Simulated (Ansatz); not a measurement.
Start from `B[SiH2][SiH2][SiH2]Cl` and change one atom or group to get `C[SiH2][SiH2]Cl`.

Ansatz, PBE0-D4/def2-TZVP geometries, multiplicity 1. Each molecule was computed in one conformer, which needn't be the lowest. `B[SiH2][SiH2][SiH2]Cl` holds a close contact that its SMILES doesn't draw: Cl···B 2.10 Å.

| property | `B[SiH2][SiH2][SiH2]Cl` |
| --- | --- |
| size of the dipole moment (B3LYP/def2-TZVPP) / D | 2.49 |
| zero-point energy (PBE0-D4/def2-TZVP) / kJ/mol | 196.4 |
| HOMO energy (B3LYP/def2-TZVPP) / eV | -7.30 |
| LUMO energy (ωB97M-V/def2-TZVPP) / eV | 0.55 |
| ideal-gas entropy at 298 K and 1 bar (rigid rotor, harmonic PBE0-D4/def2-TZVP) / J/(mol·K) | 391 |
| LUMO energy (PBE0/def2-TZVPP) / eV | -1.23 |

(1) What does the change do to each property? (Estimate.)

Results:

(1) Computed: 
```tsv
property	`C[SiH2][SiH2]Cl`	shift
size of the dipole moment (B3LYP/def2-TZVPP) / D	1.57	-0.92
zero-point energy (PBE0-D4/def2-TZVP) / kJ/mol	190.5	-5.9
HOMO energy (B3LYP/def2-TZVPP) / eV	-7.74	-0.44
LUMO energy (ωB97M-V/def2-TZVPP) / eV	1.31	0.76
ideal-gas entropy at 298 K and 1 bar (rigid rotor, harmonic PBE0-D4/def2-TZVP) / J/(mol·K)	362	-29
LUMO energy (PBE0/def2-TZVPP) / eV	-0.46	0.77
```

With PBE0 the HOMO falls by 0.43 eV and the LUMO rises by 0.77 eV, so the gap widens by about 1.20 eV. PBE moves the HOMO by -0.33 eV and ωB97M-V by -0.45 eV. The zero-point energy changes by -5.9 kJ/mol with -6 modes. Dipoles are sizes alone; their direction can turn. Modes under 60 cm⁻¹, often nearly free rotors, make the harmonic entropy too high.

B3LYP here is the variant with VWN-RPA as its local correlation; programs differ in this.
